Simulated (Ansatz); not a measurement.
Basis sets compared for Si₂Se₂⁺ (the lowest doublet isomer of a short search). Total charge 1; doublet. Geometry PBE-D4/def2-SVP. Ansatz on 4 threads of Arm Neoverse N1 on a shared host; times are rough, and most runs start from earlier orbitals.

```xyz
4

Si   -1.1291    0.7849    0.3182
Si    1.1610   -0.7784   -0.1945
Se    0.9491    1.5159   -0.3836
Se   -0.9810   -1.5224    0.2599
```

The 6-31G sets use Cartesian d functions. The structure comes from a short search, and lower isomers may exist.

```tsv
level	functions	energy (Eh)	HOMO (eV)	LUMO (eV)	wall time
HF/STO-3G	54	-5318.1935	-11.88	-4.15	0.75 s
HF/6-31G	84	-5376.4511	-14.16	-6.91	2.5 s
PBE-D4/def2-SVP	100	-5380.1005	-10.92	-10.28	2.3 s
PBE0-D4/def2-SVP	100	-5380.2881	-11.94	-9.68	4.1 s
```

Task: Estimate the rows for PBE-D4/def2-TZVP, PBE0-D4/def2-TZVP.

Result: 
```
            level  functions  energy (Eh)  HOMO (eV)  LUMO (eV)  wall time
 PBE-D4/def2-TZVP        170   -5380.8950     -10.81     -10.16      4.7 s
PBE0-D4/def2-TZVP        170   -5381.0837     -11.80      -9.52       11 s
```
